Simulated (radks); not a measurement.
Spherical jellium clusters: N electrons in a uniform positive sphere of charge N and radius rs N^(1/3), rs = 4.65 bohr. Method: non-relativistic Kohn-Sham, LDA (Slater exchange, Perdew-Wang correlation), spin-polarised, spherical densities; computed with a radial shooting solver with Libxc functionals. Levels are named by radial order and angular momentum (1s, 1p, 1d, 2s, ...), and open shells are averaged over m.

N = 15, configuration 1s2 1p6 1d(up 5, down 2). This is the lowest configuration that the search found. Occupied and some empty levels:

level    occupation  eigenvalue (eV)  <r> (bohr)
1s up             1          -4.2518       7.188
1s down           1          -4.0778       6.969
1p up             3          -3.5706       8.517
1p down           3          -3.3537       8.485
1d up             5          -2.7122       9.484
1d down           2          -2.4890       9.548
2s up             0          -2.2969       7.929
2s down           0          -2.1951       8.078
1f up             0          -1.7186       10.39
1f down           0          -1.5092       10.53
2p up             0          -1.2267       10.10
2p down           0          -1.1190       10.25

Energy (eV): total -27.1407, kinetic 20.339, external -633.90, Hartree 314.26, exchange-correlation -48.178, background 320.33.

Electron density:

r (bohr)  n(r) (e/bohr^3)
0.365            0.001180
1.74             0.001344
3.12             0.001715
4.50             0.002237
5.88             0.002744
7.25             0.002951
8.63             0.002589
10.0             0.001720
11.4            0.0008258
12.8            0.0003020
14.1           0.00009467
15.5           0.00002673
16.9            7.137e-06
18.3            1.846e-06
